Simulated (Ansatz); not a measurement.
`[OH][Cd][O][SiH3]` + HCl → `[SiH3][O][Cd][Cl]` + H₂O  (ligand exchange at a Cd–O bond)

Gas-phase electronic energies from Ansatz, PBE0-D4/def2-TZVP geometries. CCSD(T)/CBS adds triple-zeta CCSD(T) − MP2 to the extrapolated MP2 energy (def2 sets, frozen cores). This one scheme is used for every species. Functionals use def2-TZVPP. def2 core potentials past Kr. For Cd outer-core shells are correlated without core-valence functions, which leaves a few kJ/mol of doubt a bond. One conformer a species, not always the lowest.

```
          level  ΔE (kcal/mol)
         PBE-D4          -25.2
    HF/def2-SVP          -34.8
   MP2/def2-SVP          -26.9
CCSD/def2-TZVPP          -27.3
```

What does CCSD(T)/CBS give? (Best estimate.)

Ansatz gave: -28.1 kcal/mol. The listed levels differ from it by 2.9, -6.7, 1.2, 0.8 kcal/mol.

Largest T1 diagnostic among the species: 0.016.

Leaving LDA and LC-ωPBE aside and taking each functional with its dispersion term where it has one, the values, not all of them listed here, spread over 6.1 kcal/mol, from BHLYP-D4 to BLYP-D4. From BLYP to BHLYP (50 % exact exchange), in def2-TZVPP and without D4, ΔE moves by −5.9 kcal/mol. At CCSD(T), def2-SVP lies +1.2 kcal/mol from the extrapolated value and def2-TZVPP +1.7 kcal/mol.
